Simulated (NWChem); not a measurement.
All runs are NWChem calculations. System: H₃Si₂, charge 0, spin multiplicity 2, at a geometry optimised with UPBE0/def2-SVP. The structure started from a generated list of species. Its SCF solution wasn't tested for a lower state. Level: ROCCSD(T)/cc-pVDZ, 10 core orbitals frozen.

The NWChem input:

```
start mol
memory heap 100 mb stack 700 mb global 1900 mb
geometry units angstroms nocenter noautoz noautosym
  Si    -0.540541    -1.109861     0.030419
  Si     0.381591     0.975841    -0.032994
  H      0.849532    -1.705489    -0.215605
  H      1.804340     1.346504     0.263560
  H     -0.428558     2.235258    -0.011903
end
basis spherical
  * library cc-pvdz
end
scf
  rohf
  nopen 1
  maxiter 100
  thresh 1e-7
  semidirect memsize 60000000 filesize 0
  # guess.movecs holds the orbitals of an unrestricted PBE0 run
  vectors input guess.movecs output mol.movecs
end
tce
  freeze core 10
  ccsd(t)
  2eorb
  2emet 13
  thresh 1e-6
  maxiter 100
  tilesize 24
end
task tce energy
```

NWChem printed:

```
             Northwest Computational Chemistry Package (NWChem) 7.3.0
             --------------------------------------------------------

                                NWChem Input Module
                                -------------------

 Scaling coordinates for geometry "geometry" by  1.889725989
 (inverse scale =  0.529177249)

                             Geometry "geometry" -> ""
                             -------------------------

 Output coordinates in angstroms (scale by  1.889725989 to convert to a.u.)

  No.       Tag          Charge          X              Y              Z
 ---- ---------------- ---------- -------------- -------------- --------------
    1 Si                  14.0000    -0.54054100    -1.10986100     0.03041900
    2 Si                  14.0000     0.38159100     0.97584100    -0.03299400
    3 H                    1.0000     0.84953200    -1.70548900    -0.21560500
    4 H                    1.0000     1.80434000     1.34650400     0.26356000
    5 H                    1.0000    -0.42855800     2.23525800    -0.01190300

 Effective nuclear repulsion energy (a.u.)      67.8009874775

            Nuclear Dipole moment (a.u.)
            ----------------------------
        X                 Y               Z
 ---------------- ---------------- ----------------
     0.0000264562    -0.0000132281     0.0000037795


 Summary of "ao basis" -> "" (spherical)
 ------------------------------------------------------------------------------
       Tag                 Description            Shells   Functions and Types
 ---------------- ------------------------------  ------  ---------------------
 *                          cc-pvdz                   on all atoms

 Summary of "ao basis" -> "ao basis" (spherical)
 ------------------------------------------------------------------------------
       Tag                 Description            Shells   Functions and Types
 ---------------- ------------------------------  ------  ---------------------
 Si                         cc-pvdz                  8       18   4s3p1d
 H                          cc-pvdz                  3        5   2s1p

                                 NWChem SCF Module
                                 -----------------

  ao basis        = "ao basis"
  functions       =    51
  atoms           =     5
  closed shells   =    15
  open shells     =     1
  charge          =   0.00
  wavefunction    = ROHF
  use symmetry    = F
  symmetry adapt  = F

 Summary of "ao basis" -> "ao basis" (spherical)
 ------------------------------------------------------------------------------
       Tag                 Description            Shells   Functions and Types
 ---------------- ------------------------------  ------  ---------------------
 Si                         cc-pvdz                  8       18   4s3p1d
 H                          cc-pvdz                  3        5   2s1p

 Forming initial guess at       0.0s

 Starting SCF solution at       0.0s

 ----------------------------------------------
         Quadratically convergent ROHF

 Convergence threshold     :          1.000E-07
 Maximum no. of iterations :          100
 Final Fock-matrix accuracy:          1.000E-09
 ----------------------------------------------

              iter       energy          gnorm     gmax       time
             ----- ------------------- --------- --------- --------
                 1     -579.4904980709  4.46D-01  9.49D-02      0.9
                 2     -579.5118507894  3.67D-02  1.63D-02      1.0
                 3     -579.5128779797  6.54D-03  3.09D-03      1.0
                 4     -579.5129344389  2.04D-04  1.41D-04      1.1
                 5     -579.5129345360  4.66D-07  2.31D-07      1.3
                 6     -579.5129345360  4.04D-09  2.11D-09      1.4

       Final ROHF results
       ------------------

         Total SCF energy =   -579.512934535992
      One-electron energy =   -938.413604116611
      Two-electron energy =    291.099682103145
 Nuclear repulsion energy =     67.800987477474

        Time for solution =      1.3s

             Final eigenvalues
             -----------------

              1
    1  -68.7989
    2  -68.7932
    3   -6.1488
    4   -6.1388
    5   -4.2543
    6   -4.2528
    7   -4.2525
    8   -4.2416
    9   -4.2404
   10   -4.2395
   11   -0.7314
   12   -0.6201
   13   -0.4950
   14   -0.4187
   15   -0.3293
   16   -0.1513
   17    0.0465
   18    0.1301
   19    0.1704
   20    0.1867
   21    0.2123
   22    0.3449
   23    0.3677
   24    0.4089
   25    0.4104
   26    0.4358

                       ROHF Final Molecular Orbital Analysis
                       -------------------------------------

 Vector   14  Occ=2.000000D+00  E=-4.187341D-01
              MO Center=  6.9D-02, -3.7D-01, -5.2D-02, r^2= 3.3D+00
   Bfn.  Coefficient  Atom+Function         Bfn.  Coefficient  Atom+Function
  ----- ------------  ---------------      ----- ------------  ---------------
    37      0.296013  3 H  s                 27      0.259303  2 Si py
     9     -0.257962  1 Si py                38      0.246640  3 H  s
    47      0.188777  5 H  s                  8      0.151454  1 Si px

 Vector   15  Occ=2.000000D+00  E=-3.293360D-01
              MO Center= -5.9D-01, -9.5D-01,  4.6D-02, r^2= 3.1D+00
   Bfn.  Coefficient  Atom+Function         Bfn.  Coefficient  Atom+Function
  ----- ------------  ---------------      ----- ------------  ---------------
     4      0.453336  1 Si s                  8     -0.307627  1 Si px
    11     -0.293024  1 Si px                 3      0.263162  1 Si s
    27      0.180547  2 Si py                 9     -0.159402  1 Si py

 Vector   16  Occ=1.000000D+00  E=-1.512514D-01
              MO Center=  1.0D-01,  3.4D-01, -1.0D-01, r^2= 3.2D+00
   Bfn.  Coefficient  Atom+Function         Bfn.  Coefficient  Atom+Function
  ----- ------------  ---------------      ----- ------------  ---------------
    31      0.470124  2 Si pz                28      0.372786  2 Si pz
    13      0.239056  1 Si pz                10      0.206618  1 Si pz

 Vector   17  Occ=0.000000D+00  E= 4.649919D-02
              MO Center= -2.1D-01, -4.6D-01, -3.1D-02, r^2= 4.8D+00
   Bfn.  Coefficient  Atom+Function         Bfn.  Coefficient  Atom+Function
  ----- ------------  ---------------      ----- ------------  ---------------
    13      0.737185  1 Si pz                31     -0.535439  2 Si pz
    10      0.280425  1 Si pz                22      0.223933  2 Si s
    28     -0.190630  2 Si pz                43     -0.161208  4 H  s

 Vector   18  Occ=0.000000D+00  E= 1.301315D-01
              MO Center= -1.3D-01, -4.2D-01,  6.9D-02, r^2= 5.9D+00
   Bfn.  Coefficient  Atom+Function         Bfn.  Coefficient  Atom+Function
  ----- ------------  ---------------      ----- ------------  ---------------
    22      1.492603  2 Si s                 12     -1.087738  1 Si py
    43     -0.779027  4 H  s                 38     -0.598166  3 H  s
    30     -0.397228  2 Si py                31      0.273737  2 Si pz
    48     -0.255709  5 H  s                  4     -0.236139  1 Si s
    13     -0.219656  1 Si pz                 9     -0.196554  1 Si py

 Vector   19  Occ=0.000000D+00  E= 1.703727D-01
              MO Center= -2.1D-01,  1.2D-03, -4.7D-02, r^2= 5.7D+00
   Bfn.  Coefficient  Atom+Function         Bfn.  Coefficient  Atom+Function
  ----- ------------  ---------------      ----- ------------  ---------------
     4      1.743479  1 Si s                 22     -1.229484  2 Si s
    38     -1.233961  3 H  s                 11      1.043117  1 Si px
    29      1.036717  2 Si px                30      0.649371  2 Si py
    48      0.610290  5 H  s                 12      0.551178  1 Si py
    43     -0.480248  4 H  s                 13     -0.235167  1 Si pz

 center of mass
 --------------
 x =  -0.07062620 y =  -0.05954967 z =  -0.00114409

 moments of inertia (a.u.)
 ------------------
         253.588976463298         -96.973550407861           1.834703049954
         -96.973550407861          59.039357766873           4.088813011094
           1.834703049954           4.088813011094         311.390452258117

  Mulliken analysis of the total density
  --------------------------------------

    Atom       Charge   Shell Charges
 -----------   ------   -------------------------------------------------------
    1 Si  14    13.91   2.00  2.01  0.90  0.81  6.00  1.12  0.94  0.13
    2 Si  14    13.82   2.00  2.01  0.79  0.52  6.00  1.37  0.96  0.16
    3 H    1     1.12   0.71  0.40  0.01
    4 H    1     1.07   0.71  0.35  0.01
    5 H    1     1.08   0.71  0.35  0.01

 Mulliken analysis of the open-shell density
 -------------------------------------------

    Atom       Charge   Shell Charges
 -----------   ------   -------------------------------------------------------
    1 Si  14     0.29  -0.00 -0.00  0.00  0.00 -0.00  0.11  0.17  0.02
    2 Si  14     0.70  -0.00 -0.00  0.00  0.00 -0.00  0.28  0.41  0.01
    3 H    1     0.00   0.00 -0.00  0.00
    4 H    1     0.00   0.00 -0.00  0.00
    5 H    1     0.00   0.00  0.00  0.00

       Multipole analysis of the density wrt the origin
       ------------------------------------------------

     L   x y z        total         open         nuclear
     -   - - -        -----         ----         -------
     0   0 0 0      0.000000     -1.000000     31.000000

     1   1 0 0      0.255200     -0.198010      0.000026
     1   0 1 0      0.330138     -0.647453     -0.000013
     1   0 0 1     -0.023442      0.191045      0.000004

     2   2 0 0    -24.219254     -2.337610     36.746813
     2   1 1 0     -0.653432     -1.010137     48.691144
     2   1 0 1      0.204578      0.066782     -0.389144
     2   0 2 0    -23.363678     -4.199564    143.895834
     2   0 1 1     -0.311199      0.296328     -0.812126
     2   0 0 2    -20.540409     -5.312705      0.515254

                   NWChem Extensible Many-Electron Theory Module
                   ---------------------------------------------


            General Information
            -------------------
      Number of processors :     1
         Wavefunction type : Restricted open-shell Hartree-Fock
          No. of electrons :    31
           Alpha electrons :    16
            Beta electrons :    15
           No. of orbitals :   102
            Alpha orbitals :    51
             Beta orbitals :    51
        Alpha frozen cores :    10
         Beta frozen cores :    10
     Alpha frozen virtuals :     0
      Beta frozen virtuals :     0
         Spin multiplicity : doublet
    Number of AO functions :    51
       Number of AO shells :    25
        Use of symmetry is : off
      Symmetry adaption is : off
         Schwarz screening : 0.10D-09

          Correlation Information
          -----------------------
          Calculation type : Coupled-cluster singles & doubles w/ perturbation
   Perturbative correction : (T)
            Max iterations :      100
        Residual threshold : 0.10D-05
     T(0) DIIS level shift : 0.00D+00
     L(0) DIIS level shift : 0.00D+00
     T(1) DIIS level shift : 0.00D+00
     L(1) DIIS level shift : 0.00D+00
     T(R) DIIS level shift : 0.00D+00
     T(I) DIIS level shift : 0.00D+00
   CC-T/L Amplitude update :  5-th order DIIS
                I/O scheme : Global Array Library
        L-threshold :  0.10D-05
        EOM-threshold :  0.10D-05
 no EOMCCSD initial starts read in
 TCE RESTART OPTIONS
 SLICE:      F
 D4D5:       F
 quantumc:   F
 qrotation:  F
 pwtce:      F
 qducc:      F
 nacto:                         0
 nrotv:                         0
 nrot:                          0

            Memory Information
            ------------------
          Available GA space size is     249031598 doubles
          Available MA space size is     104853252 doubles

 Maximum block size supplied by input
 Maximum block size        24 doubles

 tile_dim =     18

 -------------------------------------------------

 Global array virtual files algorithm will be used

 Parallel file system coherency ......... OK

 4-electron integrals stored in orbital form

 v2    file size   =           822161
 4-index algorithm nr.  13 is used
 imaxsize =       30
 imaxsize ichop =        0


CCSD iterations
 ---------------------------------------------------------
 Iter          Residuum       Correlation     Cpu    Wall
 ---------------------------------------------------------
    1   0.1231726026003  -0.1787494152330     0.1     0.1
    2   0.0375124080987  -0.2073410634918     0.1     0.1
    3   0.0151648638508  -0.2140604650468     0.1     0.1
    4   0.0072094979406  -0.2163046031865     0.1     0.1
    5   0.0047694305444  -0.2171298113391     0.1     0.1
    6   0.0028168046749  -0.2178993990257     0.1     0.1
    7   0.0027435035819  -0.2178616597033     0.1     0.1
    8   0.0019317851374  -0.2179151866165     0.1     0.1
    9   0.0019823436351  -0.2179333184814     0.1     0.1
   10   0.0015154435360  -0.2179678733355     0.1     0.1
   11   0.0004118071672  -0.2181606940777     0.1     0.1
   12   0.0002359127535  -0.2181535762333     0.1     0.1
   13   0.0001484627547  -0.2181565471819     0.1     0.1
   14   0.0001231970560  -0.2181563447437     0.1     0.1
   15   0.0000779316417  -0.2181568152466     0.1     0.1
   16   0.0000374456782  -0.2181571050013     0.1     0.1
   17   0.0000480124781  -0.2181562930872     0.1     0.1
   18   0.0000256164702  -0.2181573578179     0.1     0.1
   19   0.0000319601117  -0.2181574888047     0.1     0.1
   20   0.0000198059175  -0.2181580998229     0.1     0.1
   21   0.0000069596847  -0.2181605603577     0.1     0.1
   22   0.0000040415235  -0.2181603093062     0.1     0.1
   23   0.0000030406238  -0.2181603188010     0.1     0.1
   24   0.0000024948658  -0.2181603230827     0.1     0.1
   25   0.0000019592330  -0.2181603376338     0.1     0.1
   26   0.0000009203038  -0.2181603934106     0.1     0.1
 -----------------------------------------------------------------
 Iterations converged
 CCSD correlation energy / hartree =        -0.218160393410638
 CCSD total energy / hartree       =      -579.731094929402616

 Singles contributions
    16a   (beta ) ---    15a   (beta )        0.1201559201

 Doubles contributions
 CCSD(T)
 Using plain CCSD(T) code
             total no. of tasks           77
 total no. of tasks / no. procs           77
                         wl_min          125           2.2
                         wl_max       729000           9.5
        thresh for no. of tasks           77

 CCSD[T]  correction energy / hartree =        -0.007631824201911
 CCSD[T] correlation energy / hartree =        -0.225792217612548
 CCSD[T] total energy / hartree       =      -579.738726753604510
 CCSD(T)  correction energy / hartree =        -0.007374848087507
 CCSD(T) correlation energy / hartree =        -0.225535241498145
 CCSD(T) total energy / hartree       =      -579.738469777490081

 Task  times  cpu:        8.2s     wall:        8.2s

 Total times  cpu:        8.2s     wall:        8.2s
```
